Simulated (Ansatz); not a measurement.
`F[Si]1([SiH3])[O][GeH2]1` at its PBE0-D4/def2-TZVP geometry, where that method's forces vanish. Total charge 0; spin multiplicity 1.

```xyz
10

F     0.8776   -2.1101    0.2251
Si    0.1315   -0.7189   -0.0076
Si    1.7442    0.9545   -0.2567
O    -1.1330   -0.7636   -1.0367
Ge   -2.0332   -0.4678    0.6215
H     1.0362    2.2578   -0.3232
H     2.5220    0.7311   -1.5033
H     2.6540    0.9325    0.9168
H    -2.9731   -1.6594    0.8569
H    -2.8261    0.8440    0.5072
```

Task: What forces (eV/Å) does r2SCAN-D4/def2-TZVPP give on these atoms in Ansatz? (An estimate is asked.)

Result: Computed: 
```
F1   0.031 -0.062 -0.003
Si2  0.090  0.072  0.076
Si3 -0.011  0.000  0.007
O4  -0.073 -0.030 -0.175
Ge5 -0.077  0.041  0.181
H6   0.023 -0.021 -0.002
H7  -0.004  0.011  0.019
H8  -0.009  0.005 -0.027
H9   0.021  0.035 -0.046
H10  0.009 -0.050 -0.032
```
